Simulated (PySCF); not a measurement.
**Choosing a basis for TDDFT**

Compound: C2H6Cl2Si.
SMILES with atom numbers: `[Cl:1][CH2:2][SiH2:3][CH2:4][Cl:5]` (hydrogens: H6, H7 on C2; H8, H9 on Si3; H10, H11 on C4)

TDDFT with PBE0 (PySCF), vertical singlets, core orbitals frozen in the response, spherical d and f functions. One conformer (not necessarily the lowest) at the PBE0-D3(BJ)/def2-SVP geometry, without solvent, vibrations or thermal averaging.

```csv
basis,functions,diffuse,S1 (eV),S2 (eV),S3 (eV),S4 (eV),S5 (eV),LUMO (eV),α (au)
6-31G*,94,no,6.78,6.85,7.22,7.25,7.43,0.19,61.1
def2-SVP,112,no,6.93,6.96,7.34,7.35,7.56,0.43,62.4
6-31+G*,114,yes,6.49,6.56,6.94,6.97,7.06,-0.39,69.8
def2-SVPD,166,yes,6.59,6.63,7.05,7.06,7.23,-0.22,80.2
aug-cc-pVDZ,181,yes,6.45,6.53,6.90,6.95,7.02,-0.44,80.8
def2-TZVP,209,no,6.60,6.67,7.06,7.10,7.22,-0.05,73.6
def2-TZVPD,263,yes,6.41,6.47,6.88,6.90,7.01,-0.37,81.7
```

Task: Compare the sets with the largest diffuse one.

Result: States are compared by their number. Against the largest diffuse basis here (def2-TZVPD, itself not a converged limit), sets without diffuse functions differ by up to 0.52 eV in S1 and 0.55 eV in S5; the smaller diffuse sets differ by up to 0.19 and 0.22 eV. State by state, the largest deviation of a set without diffuse functions is S1 0.52, S2 0.50, S3 0.46, S4 0.44, S5 0.55 eV. The same number needn't mean the same state in each row. Against def2-TZVPD the polarisability deviates by -25% in 6-31G*, -24% in def2-SVP, -15% in 6-31+G*, -2% in def2-SVPD, -1% in aug-cc-pVDZ, -10% in def2-TZVP. A single + in a Pople set puts diffuse functions on heavy atoms only.

Without π bonds the low states may be Rydberg-like; a valence basis with one diffuse set may place them up to an eV too high.
